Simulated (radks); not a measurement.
The terbium ion Tb11+ is in [Kr] 4d10 4f6 5s2. Calculated with a radial shooting solver on a logarithmic mesh with Libxc functionals: non-relativistic Kohn-Sham, PBE, spin-polarised, spherical densities, point nucleus. Open shells are filled with parallel spins first. One electron is removed from 4f, 4p, 5s, 4d in turn, with full relaxation. Which removal costs least, and what does each cost?

Answer. 5s 210.46 eV; 4f 213.95 eV; 4d 355.49 eV; 4p 473.64 eV. The 5s electron leaves first.
